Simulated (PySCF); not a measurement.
**VI: one state, many levels of theory**

State: ⁵Δ (quintet), unpaired electrons σ ↑, π ↑↑, δ ↑. Set-up: PySCF, scalar-relativistic core potentials, basis sets V def2-TZVPP, I def2-TZVPP with ECP28. De refers to V (3d3 4s2) + I in their high-spin ground configurations, without counterpoise correction. The functionals are run spin-unrestricted. A positive dipole means V(−)I(+).

```csv
Level,Re (Å),ωe (cm⁻¹),De (eV),μ (D),"CPU s a point (SCF and correlation, without the integrals)"
UHF,2.725,232,n/a,-4.42,3.8
UHF-MP2,2.592,250,n/a,n/a,6.8
UHF-SCS-MP2,2.628,245,n/a,n/a,n/a
LDA,2.516,267,n/a,-4.12,2.3
PBE,2.572,250,n/a,-4.27,4.1
PBEsol,2.543,259,n/a,-4.23,2.1
PW91,2.570,251,n/a,-4.26,2.1
BP86,2.572,250,n/a,-4.26,3.7
r²SCAN,2.580,253,n/a,-4.46,5.3
PBE0,2.582,252,n/a,-5.09,7.6
ωB97X-V,2.589,253,n/a,-5.62,18
```

The bond length runs from 2.516 Å (LDA) to 2.725 Å (UHF).

Correlated steps freeze 9 core orbitals. De is left out where the level can put another filling of the metal’s s and d shells below the measured ground configuration, by anything from nothing to about 1 eV. These are scalar-relativistic numbers at best; spin–orbit coupling would shift them, the dissociation energy most. Counting both spins, an empty level lies below a filled one in some of these solutions, because spin and occupation are held. With d or f electrons several states lie close, and the lowest PBE0 determinant need not be the measured ground state.

The whole job (state search and all levels along the bond) took about 16 min on 2 threads of Intel Xeon Platinum 8488C (shared host), peak memory 4.2 GiB.
